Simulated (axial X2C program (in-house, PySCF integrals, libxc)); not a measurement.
## Which molecule has these constants?

Computed with an axial X2C code built on PySCF integrals, spin-free (one-electron X2C) or two-component (2c: spin–orbit coupling with atomic mean-field Coulomb and Gaunt terms, which also bring small scalar terms), in Dyall basis sets with cores contracted in-house; open shells are unrestricted.

A two-component PBE0 calculation in a Dyall 3-zeta basis gave Re = 4.306 Å, ωe = 62.3 cm⁻¹, De = 0.14 eV, dipole magnitude 2.42 D, Ω = 1/2.

Task: Which molecule is it?
A. CsS
B. CsMg
C. CsP
D. CsAl
E. CsSi

Result: B. The others have CsS 3.051 Å and 197.5 cm⁻¹ (Ω = 3/2); CsSi 3.260 Å and 165.9 cm⁻¹ (Ω = 3/2); CsP 3.269 Å and 167.5 cm⁻¹ (Ω = 1); CsAl 3.625 Å and 122.4 cm⁻¹ (Ω = 2).

Each entry is the lowest single determinant of a limited PBE0 search at one distance. De goes to single-determinant-based atoms at the same level (for ions the charge split of lowest energy) and is withheld (n/a) where an atom does not fit its ground term or J level. Main or longest-lived isotopes. One determinant is a doubtful description, or other states lie close, for CsS, CsSi, CsP, CsAl; these need not be ground states, and all values refer to the states named. Some open-shell Ω = 0 determinants are out of reach, so the Ω given for CsP, CsAl need not be the lowest component. With several unpaired electrons the Ω given is that of one determinant, not necessarily of the lowest component. Some light 2c atoms are not at their ground J level, so De misses part of their lowering (0.04 eV or less). The functionals have no current term, which raises determinants with orbital currents. Where the atoms have a lower orbital projection than the molecule, De at mean-field level may be about a tenth of an eV too small.
